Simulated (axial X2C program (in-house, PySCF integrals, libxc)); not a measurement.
**Spin–orbit effects along a row: molecules with Cr, PBE0**

Computed with an axial X2C code built on PySCF integrals, spin-free (one-electron X2C) or two-component (2c: spin–orbit coupling with atomic mean-field Coulomb and Gaunt terms, which also bring small scalar terms), in Dyall basis sets with cores contracted in-house; open shells are unrestricted.

Basis sets: Cr dyall-cv3z, I dyall-cv3z, In dyall-cv3z, Sb dyall-cv3z, Sn dyall-cv3z, Sr dyall-cv3z, Te dyall-cv3z.

```csv
molecule,spin-free state,Re (Å),ωe (cm⁻¹),De (eV),2c state,Re 2c (Å),ωe 2c (cm⁻¹),De 2c (eV)
SrCr,"M_S = 3, Λ = 0",3.343,100.0,0.45,Ω = 3,3.343,99.9,0.45
CrIn,"M_S = 5/2, Λ = 0",2.877,146.2,1.00,Ω = 5/2,2.876,145.5,n/a
CrSn,"M_S = 2, Λ = 1",2.708,181.8,1.20,Ω = 3,2.713,179.4,n/a
CrSb,"M_S = 7/2, Λ = 0",2.731,203.7,1.04,Ω = 7/2,2.730,203.6,0.99
CrTe,"M_S = 2, Λ = 1",2.497,244.6,2.20,Ω = 1,2.513,239.0,2.13
CrI,"M_S = 5/2, Λ = 0",2.543,250.1,2.84,Ω = 5/2,2.547,248.0,2.58
```

Each entry is the lowest single determinant of a limited PBE0 search at one distance. De goes to single-determinant-based atoms at the same level (for ions the charge split of lowest energy) and is withheld (n/a) where an atom does not fit its ground term or J level. Main or longest-lived isotopes. One determinant is a doubtful description, or other states lie close, for SrCr, CrIn, CrSn, CrSb, CrTe, CrI; these need not be ground states, and all values refer to the states named. Some open-shell Ω = 0 determinants are out of reach, so the Ω given for SrCr, CrSn, CrTe need not be the lowest component. With several unpaired electrons the Ω given is that of one determinant, not necessarily of the lowest component. The functionals have no current term, which raises determinants with orbital currents.
